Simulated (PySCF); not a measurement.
Species: `C[SiH](C)NN1CCCC1`. The columns A, B, C and D hold Mulliken, IAO, Hirshfeld and ESP-fitted charges (e) of one PBE0/pcSseg-1 density (PySCF), in a shuffled order. Coordinates in Å (GFN2-xTB); the density's dipole moment is (-1.24, -0.99, 0.29) D.

```
atom       x       y       z       A       B       C       D
  C1   3.027  -1.233   0.666  -0.731  -0.218  -0.644  -0.850
 Si2   1.885   0.279   0.542  +1.056  +0.395  +0.923  +0.908
  C3   2.428   1.497  -0.804  -0.730  -0.221  -0.624  -0.584
  N4   0.353  -0.347   0.049  -0.595  -0.201  -0.504  -0.589
  N5  -0.682   0.551  -0.282  -0.170  -0.055  -0.419  -0.281
  C6  -1.588   0.824   0.825  -0.170  -0.036  -0.019  -0.045
  C7  -2.624  -0.320   0.847  -0.291  -0.079  -0.260  +0.034
  C8  -2.621  -0.853  -0.596  -0.292  -0.078  -0.261  -0.139
  C9  -1.552   0.000  -1.313  -0.166  -0.035  -0.002  +0.043
 H10   4.050  -0.924   0.851  +0.156  +0.041  +0.135  +0.205
 H11   2.735  -1.892   1.478  +0.151  +0.038  +0.129  +0.183
 H12   3.020  -1.816  -0.250  +0.155  +0.040  +0.134  +0.194
 H13   1.884   0.972   1.851  -0.180  -0.103  -0.131  -0.200
 H14   3.302   2.062  -0.498  +0.149  +0.036  +0.126  +0.121
 H15   1.632   2.203  -1.019  +0.165  +0.037  +0.143  +0.114
 H16   2.672   0.984  -1.730  +0.152  +0.039  +0.130  +0.151
 H17   0.021  -1.229   0.433  +0.221  +0.096  +0.172  +0.348
 H18  -1.025   0.917   1.753  +0.146  +0.041  +0.129  +0.057
 H19  -2.080   1.776   0.614  +0.137  +0.038  +0.119  +0.088
 H20  -2.322  -1.095   1.553  +0.132  +0.033  +0.118  +0.008
 H21  -3.604   0.044   1.149  +0.141  +0.040  +0.124  +0.013
 H22  -3.593  -0.744  -1.073  +0.141  +0.039  +0.123  +0.050
 H23  -2.350  -1.909  -0.623  +0.134  +0.035  +0.120  +0.042
 H24  -0.958  -0.565  -2.029  +0.153  +0.041  +0.120  +0.058
 H25  -2.020   0.843  -1.828  +0.137  +0.038  +0.119  +0.069
```

Q: Which column most likely holds the ESP-fitted charges?

A: D. Σ q r misses the density's dipole by 0.02 D (D), 0.80 D (B), 1.18 D (A), 1.40 D (C). Charges fitted to the outside potential are the only set here that is tied to the molecule's multipoles.

Q: And the Hirshfeld charges?

A: B. The mean sizes are 0.082 e (B), 0.215 e (D), 0.229 e (C), 0.266 e (A), and Hirshfeld charges are commonly the smallest of these schemes.

As computed, A = IAO, B = Hirshfeld, C = Mulliken, D = ESP-fitted. Hydrogens on carbon: IAO +0.13 to +0.17, Hirshfeld +0.03 to +0.04, Mulliken +0.12 to +0.14, ESP-fitted +0.01 to +0.21 e.

The ESP scheme fits charges at the nuclei, held to the total charge, to the electrostatic potential on points at 1.4 to 2.0 times the van der Waals radii. The IAO scheme projects the occupied orbitals on a minimal set of polarised atomic orbitals and counts the electrons in each atom's part of it.

Geometry: GFN2-xTB, one conformer, isolated molecule.

These values come from a run that also computed NMR shieldings. On one thread, Arm Neoverse V1 (aarch64), on a shared host, this took 90 s wall and 1.1 GiB of memory at its peak.
